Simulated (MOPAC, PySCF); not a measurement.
Dimer: HCl (SMILES Cl) (first 2 atoms) with C2H6O (SMILES COC); geometry from B3LYP-D3(BJ)/def2-TZVP, rigid monomers moved along the line of their centres of mass till H2···O4 is 3.09 Å.
(charge 0, multiplicity 1):
```xyz
11

Cl    -0.174    -0.028     0.469
H     -0.203     0.229     1.761
C     -1.041    -0.533     5.408
O     -0.125     0.396     4.846
C      1.205     0.216     5.312
H     -1.090    -0.414     6.495
H     -0.752    -1.562     5.170
H     -2.017    -0.323     4.975
H      1.256     0.367     6.394
H      1.823     0.958     4.812
H      1.573    -0.787     5.070
```

Monomers are frozen at their geometry in the pair; levels with a basis set take the counterpoise correction. Rows marked so take none.

Rows in 3-21G, 6-31G* carry no dispersion term and start afresh at each structure (6-31G* with six Cartesian d functions). The state reached by PM3 isn't checked.

Programs: MOPAC for PM3 (differences of heats of formation); PySCF for 3-21G rows, 6-31G* rows. Each number belongs to the level named beside it.

Problem. One of these levels gives -3.8 kJ/mol for the interaction energy. Name it.
(A) B3LYP/3-21G (no counterpoise)
(B) HF/6-31G*
(C) HF/6-31G* (no counterpoise)
(D) PM3

Solution. D, PM3. The others give -8.3 (HF/6-31G*), -9.9 (HF/6-31G* (no counterpoise)), -12.3 (B3LYP/3-21G (no counterpoise))
